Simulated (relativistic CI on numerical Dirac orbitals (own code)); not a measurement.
# A ladder of approximations for the levels of I⁵⁺

Calculated with a relativistic CI code on KLI orbitals (one set per configuration, finite nucleus), adding one ingredient at a time: step 1, Dirac-Coulomb, each configuration alone; step 2, with Breit and QED terms; step 3, with configuration mixing; step 4, with scaled Slater integrals (0.9); step 5, with a P86 correlation estimate; step 6, tied to the ionisation limit. P86 is a density functional for the correlation energy, evaluated here for each configuration and added to its levels. Step 6 is semi-empirical: configurations made of the next ion and one excited electron move by 6017 cm⁻¹, so that their limit matches the tabulated ionisation energy, and those with a non-penetrating f or g electron also take the P86 value of the least penetrating other one.

Configuration list (outside the closed core [Kr]): 4d¹⁰5s², 4d¹⁰5s5p, 4d¹⁰5p², 4d¹⁰5s5d, 4d¹⁰5s6s, 4d¹⁰5s6p, 4d¹⁰5p5d, 4d¹⁰5p6s, 4d¹⁰5s7s, 4d¹⁰5d², 4d¹⁰5s5f, 4d¹⁰4f², 4d¹⁰5s4f, 4d¹⁰4f5p, 4d¹⁰5f², 4d⁹5s²4f.

Computed minus measured energy above the ground level, in cm⁻¹, for 18 of the 32 excited levels that pair in every step (one J of a term; a digit in brackets numbers repeated terms):

| Configuration | Term | J | Measured | Step 1 | Step 2 | Step 3 | Step 4 | Step 5 | Step 6 |
| --- | --- | --- | --- | --- | --- | --- | --- | --- | --- |
| 4d¹⁰5s5p | 3P° | 0 | 85666 | -12063 | -12213 | -5828 | -5670 | -4667 | 1333 |
| 4d¹⁰5s5p | 1P° | 1 | 127424 | 3634 | 3347 | -934 | -3644 | -2590 | 3274 |
| 4d¹⁰5p² | 3P | 0 | 200085 | -8826 | -9182 | -2583 | -3270 | -1437 | -1437 |
| 4d¹⁰5p² | 1D | 2 | 209432 | 10611 | 9980 | -5858 | -5611 | -3657 | -2976 |
| 4d¹⁰5p² | 1S | 0 | 245658 | -5893 | -6515 | 533 | -2974 | -1160 | -1161 |
| 4d¹⁰5s5d | 3D | 1 | 251817 | -10668 | -11184 | -4866 | -5604 | -2850 | 3127 |
| 4d¹⁰5s5d | 1D | 2 | 270095 | -14495 | -15045 | 942 | -2197 | 314 | 5066 |
| 4d¹⁰5s6s | 3S | 1 | 296253 | -13033 | -13402 | -6059 | -7094 | -3792 | 2223 |
| 4d¹⁰5s6s | 1S | 0 | 302858 | -10251 | -10619 | -3628 | -5561 | -2256 | 3753 |
| 4d¹⁰5s6p | 3P° | 0 | 335738 | -13486 | -13902 | -7673 | -8620 | -4867 | 1033 |
| 4d¹⁰5s6p | 1P° | 1 | 341729 | -10595 | -11059 | -7582 | -8430 | -4666 | 1082 |
| 4d¹⁰5p5d | 3F° | 3 | 353652 | -16056 | -16834 | -9133 | -9241 | -6099 | -5983 |
| 4d¹⁰5p5d | 1D° | 2 | 356797 | -14736 | -15524 | -7914 | -8381 | -5206 | -5134 |
| 4d¹⁰5p5d | 3D° | 1 | 361780 | -11378 | -12092 | -4025 | -5818 | -2642 | -2591 |
| 4d¹⁰5p6s | 3P° | 0 | 402785 | -15124 | -15666 | -7522 | -8826 | -4624 | -4565 |
| 4d¹⁰5s7s | 3S | 1 | 416535 | -15826 | -16287 | -8927 | -10114 | -4586 | 1430 |
| 4d¹⁰5s7s | 1S | 0 | 418707 | -14695 | -15156 | -7812 | -9295 | -3773 | 2234 |
| 4d¹⁰5p6s | 1P° | 1 | 419603 | -13960 | -14682 | -3459 | -5855 | -1693 | -1529 |

Mean absolute errors in cm⁻¹, over all paired levels and for the configurations:

```tsv
Configuration, levels	Step 1	Step 2	Step 3	Step 4	Step 5	Step 6
all, 32	12452	12942	5680	6696	3724	2894
4d¹⁰5s5p, 4	9877	9973	4668	5269	4253	1711
4d¹⁰5p², 5	10370	10643	3571	4255	2387	2170
4d¹⁰5s5d, 4	11625	12166	3920	4790	2255	3570
4d¹⁰5s6s, 2	11642	12010	4843	6328	3024	2988
4d¹⁰5s6p, 4	12687	13130	7603	8531	4777	1042
4d¹⁰5p5d, 7	13792	14620	6774	7798	4631	4559
4d¹⁰5p6s, 4	14877	15511	6322	7998	3818	3730
4d¹⁰5s7s, 2	15261	15722	8369	9705	4179	1832
```

Measured levels: measured levels as listed in Rauch et al., Astron. Astrophys. 606, A105 (2017).

The mean absolute error is lowest at step 6 (2894 cm⁻¹), and the largest single drop is from step 2 to 3 (12942 to 5680). Mixing lowers the ground level by 7349, with 4d¹⁰5p² as its largest admixture; relative to it the configurations that move most are 4d¹⁰5p6s by +9189, 4d¹⁰5s5d by +8718, 4d¹⁰5p5d by +7845. Configurations whose own partners of that kind are not in the list rise by much of that lowering, so a short list can trade one imbalance for another. The P86 estimate moves 4d¹⁰5s7s by +5525, 4d¹⁰5p6s by +4180, 4d¹⁰5s6p by +3754, and takes the mean absolute error of the excited configurations from 6696 to 3724. Step 6 takes that error from 3724 to 2894; the error more than halves for 4d¹⁰5s5p, 4d¹⁰5s6p, 4d¹⁰5s7s; it grows for 4d¹⁰5s5d. The shift fits the limit, so it does little for low levels whose errors differ from those near the limit.
